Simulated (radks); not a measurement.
The numbers below are computed, except where a source is named.
Ionisation of the bismuth ion Bi3+, [Hg], to [Xe] 4f14 5d10 6s1 as the strength of local exchange is varied. Code: a radial shooting solver on a logarithmic mesh with Libxc functionals. Model: scalar-relativistic Kohn-Sham, Slater X-alpha exchange (alpha = 2/3 is LDA exchange), no correlation, spin-polarised, spherical densities, finite nucleus; Fermi nuclear charge, rms radius 5.5211 fm.

alpha  E(Bi3+) (hartree)  exchange (hartree)  IE (eV)  -e of the level emptied (eV)  <r> of it (bohr)
0.681        -21510.5866           -381.7829   44.321                   39.250 (6s)             2.017
0.771        -21561.4201           -433.2715   45.615                   40.577 (6s)             1.991
0.985        -21682.7786           -556.6658   48.751                   43.809 (6s)             1.934
0.995        -21688.4664           -562.4651   48.900                   43.963 (6s)             1.931
?            -21502.6901           -373.7952   44.121                   39.045 (6s)             2.021

Which alpha was used in the last row?

Answer. alpha = 0.667. NIST Atomic Spectra Database: 45.4 eV (measured). The Delta-SCF value meets it near alpha = 0.75.

Beside tabulated values, note that scalar-relativistic runs lack spin-orbit coupling.
